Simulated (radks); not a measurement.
Removal energies from the caesium ion Cs10+, [Kr] 4d(3/2: 4, 5/2: 5), by Delta-SCF beside the eigenvalue of the level emptied. All-electron calculation, Dirac Kohn-Sham, relativistic LDA (MacDonald-Vosko exchange, VWN5 correlation), spin-unpolarised, spherical densities, finite nucleus; Fermi nuclear charge, rms radius of each element as measured or else 0.836 A^(1/3) + 0.57 fm. Program: a radial shooting solver on a logarithmic mesh with Libxc functionals. Sub-shells are occupied by j as written (lower j first in brackets).

removed from	final configuration	Delta-SCF (eV)	-eigenvalue (eV)
4d5/2	[Kr] 4d(3/2: 4, 5/2: 4)	236.28	222.92
4d3/2	[Kr] 4d(3/2: 3, 5/2: 5)	238.91	225.44
4p3/2	[Ar] 3d10 4s2 4p(1/2: 2, 3/2: 3) 4d(3/2: 4, 5/2: 5)	321.81	307.56
4p1/2	[Ar] 3d10 4s2 4p(1/2: 1, 3/2: 4) 4d(3/2: 4, 5/2: 5)	336.51	321.90
